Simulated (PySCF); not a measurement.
## Electron correlation in Al⁺ (aluminium, charge +1)

[Ne] 3s1 4s1, high-spin 3S determinant (an excited configuration). All numbers are calculated (PySCF 2.14, no relativity, point nucleus, in dyall-av3z). Frozen: [Ne]; 2 electrons correlated; the 22 highest virtual orbitals of each spin left out.

With two correlated electrons CCSD is exact within the correlated space (frozen core and kept virtual orbitals).

```csv
level,correlation energy (mhartree)
CCSD,-6.54
```

Diagnostics: T1 = 0.011, D1 = 0.0223, largest double amplitude 0.058.

**Question.** Is a single reference adequate?

**Answer.** Yes: T1 lies below 0.03 and no double amplitude reaches 0.07.
